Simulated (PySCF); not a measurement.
# Tm(30+): ionisation energy

Tm(30+) [Kr] 4d3 (4F) → Tm(31+) [Kr] 4d2 (3F), as a difference of total energies. All numbers are calculated (PySCF 2.14, the spin-free X2C one-electron Hamiltonian (Gaussian nucleus), in an even-tempered Gaussian basis (19 s from 2.3 bohr⁻², ratio 2.5; 14 p from 3 bohr⁻², ratio 2.5; 9 d from 3 bohr⁻², ratio 2.5; 4 f from 13 bohr⁻², ratio 2.7; 3 g from 20 bohr⁻², ratio 2.7)). Correlated levels: outer shells: [Ar] 3d10 frozen; virtual orbitals above 40 to 60 times the deepest correlated orbital energy dropped. The calculations carry no spin-orbit coupling.

| method | ionisation energy (eV) |
| --- | --- |
| UHF | 1153.4 |
| LDA | 1154.7 |
| PBE | 1154.8 |
| PBE0 | 1154.9 |
| r2SCAN | 1155.3 |
| MP2 (outer shells) | 1153.7 |
| SCS-MP2 (outer shells) | 1153.6 |

Spin-orbit coupling is strong in these open shells (close to jj coupling). The scalar numbers leave it out and a first-order estimate fails, so it can dominate the gap to the real levels.

Breit and QED terms and the two-electron picture change are absent.

For comparison: 1157 ± 4 eV (theoretical estimate listed by NIST; NIST Atomic Spectra Database, ionization energies).
